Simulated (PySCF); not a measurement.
Problem. Write Cartesian coordinates for `[SeH][SiH2]C#N` as optimised with PBE0-D3(BJ)/def2-SVP.

Solution. 
```
atom  x, y, z in Å
N1     2.0432   -1.5373    0.0275
C2     1.2240   -0.7161    0.0237
Si3   -0.1131    0.5745    0.0184
Se4   -2.0351   -0.2812   -0.8293
H5     0.3130    1.6632   -0.8978
H6    -0.2528    1.0423    1.4225
H7    -2.2113   -1.1897    0.3159
```

Any rigid rotation of these coordinates is as good. Atoms count from 1 in this order. The 4 heavy atoms lie in one plane (0.002 Å rms). Si3 (SiH2 silicon) is distorted tetrahedral (angles from 106.5° to 113.1°).

Bonds between heavy atoms (Å): N1≡C2 1.160, C2–Si3 1.858, Si3–Se4 2.268.

Method: PBE0-D3(BJ)/def2-SVP geometry optimisation, gas phase in PySCF.

No frequency check. One conformer, not necessarily the lowest (C2–Si3–Se4–H 67°).

On an x86-64 server with one thread, on a shared host, this took 32 s of wall time. These figures are those of the optimisation.
